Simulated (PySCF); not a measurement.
Partial charges of `CO[SiH2]c1cccnc1`

Compound: C₆H₉NOSi.
Z-matrix (Å and degrees, GFN2-xTB geometry), rows numbered from 1:
```
C 
O   1  1.3935
Si  2  1.6211  1  127.92
C   3  1.8757  2  102.47  1   179.96
C   4  1.3912  3  123.92  2    -3.70
C   5  1.3851  4  119.72  3  -179.42
C   6  1.3859  5  118.19  4    -0.16
N   7  1.3232  6  123.11  5     0.21
C   8  1.3199  7  117.93  6    -0.03
H   1  1.0908  2  108.10  3   177.75
H   1  1.0924  2  110.86  3    57.91
H   1  1.0924  2  110.75  3   -62.60
H   3  1.4690  2  111.66  1    60.89
H   3  1.4684  2  111.39  1   -60.55
H   5  1.0803  4  119.59  3     0.72
H   6  1.0798  5  121.21  4   179.82
H   7  1.0829  6  121.35  5  -179.68
H   9  1.0825  4  120.02  3    -0.48
```

Density: PBE0/pcSseg-1 (PySCF); schemes: Mulliken, IAO, Hirshfeld and ESP-fitted. Geometry: GFN2-xTB, one conformer, isolated molecule.

Atoms with like bonding are taken together and averaged. For which atoms does the sign change between the 4 schemes (beyond +0.03 e in one, beyond −0.03 e in another)?

C5.

At which atom do the 4 schemes differ most?

At Si3: from +0.395 (Hirshfeld) to +1.014 e (IAO), 0.619 e apart.

Give the atomic charges in each scheme.

In e; atoms taken as equivalent share a row and are averaged (×n: the atom named and its like, n in all):

```json
{"atom": "C1", "environment": "methoxy carbon", "Mulliken": "+0.001", "IAO": "-0.196", "Hirshfeld": "-0.030", "ESP-fitted": "-0.268"}
{"atom": "O2", "environment": "silyl ether oxygen", "Mulliken": "-0.647", "IAO": "-0.639", "Hirshfeld": "-0.217", "ESP-fitted": "-0.264"}
{"atom": "Si3", "environment": "oxygen-bound silicon", "Mulliken": "+0.884", "IAO": "+1.014", "Hirshfeld": "+0.395", "ESP-fitted": "+0.608"}
{"atom": "C4", "environment": "substituted aromatic carbon", "Mulliken": "-0.476", "IAO": "-0.322", "Hirshfeld": "-0.104", "ESP-fitted": "-0.664"}
{"atom": "C5", "environment": "aromatic CH carbon", "Mulliken": "+0.020", "IAO": "-0.106", "Hirshfeld": "-0.027", "ESP-fitted": "+0.418"}
{"atom": "C6", "environment": "aromatic CH carbon", "Mulliken": "-0.162", "IAO": "-0.184", "Hirshfeld": "-0.053", "ESP-fitted": "-0.646"}
{"atom": "C7", "environment": "aromatic CH next to a ring nitrogen", "Mulliken": "+0.150", "IAO": "-0.006", "Hirshfeld": "+0.019", "ESP-fitted": "+0.546"}
{"atom": "N8", "environment": "pyridine-type nitrogen", "Mulliken": "-0.414", "IAO": "-0.279", "Hirshfeld": "-0.166", "ESP-fitted": "-0.750"}
{"atom": "C9", "environment": "aromatic CH next to a ring nitrogen", "Mulliken": "+0.182", "IAO": "-0.001", "Hirshfeld": "+0.015", "ESP-fitted": "+0.611"}
{"atom": "H10/H11/H12", "environment": "methyl hydrogen", "Mulliken": "+0.106", "IAO": "+0.139", "Hirshfeld": "+0.046", "ESP-fitted": "+0.127"}
{"atom": "H13/H14", "environment": "Si–H hydrogen", "Mulliken": "-0.118", "IAO": "-0.159", "Hirshfeld": "-0.086", "ESP-fitted": "-0.125"}
{"atom": "H15", "environment": "aromatic hydrogen", "Mulliken": "+0.091", "IAO": "+0.163", "Hirshfeld": "+0.050", "ESP-fitted": "+0.025"}
{"atom": "H16", "environment": "aromatic hydrogen", "Mulliken": "+0.096", "IAO": "+0.159", "Hirshfeld": "+0.055", "ESP-fitted": "+0.216"}
{"atom": "H17", "environment": "aromatic hydrogen", "Mulliken": "+0.105", "IAO": "+0.156", "Hirshfeld": "+0.051", "ESP-fitted": "+0.026"}
{"atom": "H18", "environment": "aromatic hydrogen", "Mulliken": "+0.088", "IAO": "+0.145", "Hirshfeld": "+0.047", "ESP-fitted": "+0.010"}
```

Mean size of the charges over all atoms: ESP-fitted 0.316 e, IAO 0.228 e, Mulliken 0.215 e, Hirshfeld 0.085 e. Each set sums to the total charge, 0, to within 0.001 e. The ESP scheme fits charges at the nuclei, held to the total charge, to the electrostatic potential on points at 1.4 to 2.0 times the van der Waals radii. The Mulliken scheme gives each basis function's population to the atom it is centred on and halves the overlap population of two atoms between them.

Some averages cover members that differ in this geometry: H10/H11/H12, IAO +0.130 to +0.155 e.

How closely do the schemes follow one another over all atoms?

Correlation coefficient and root-mean-square difference: IAO with Hirshfeld 0.98, 0.205 e; Mulliken with Hirshfeld 0.96, 0.198 e; Mulliken with IAO 0.95, 0.104 e; Mulliken with ESP-fitted 0.76, 0.259 e; Hirshfeld with ESP-fitted 0.66, 0.333 e; IAO with ESP-fitted 0.62, 0.323 e.

How many electrons does the IAO scheme count on C1?

Z − q = 6 − (-0.196) = 6.196.
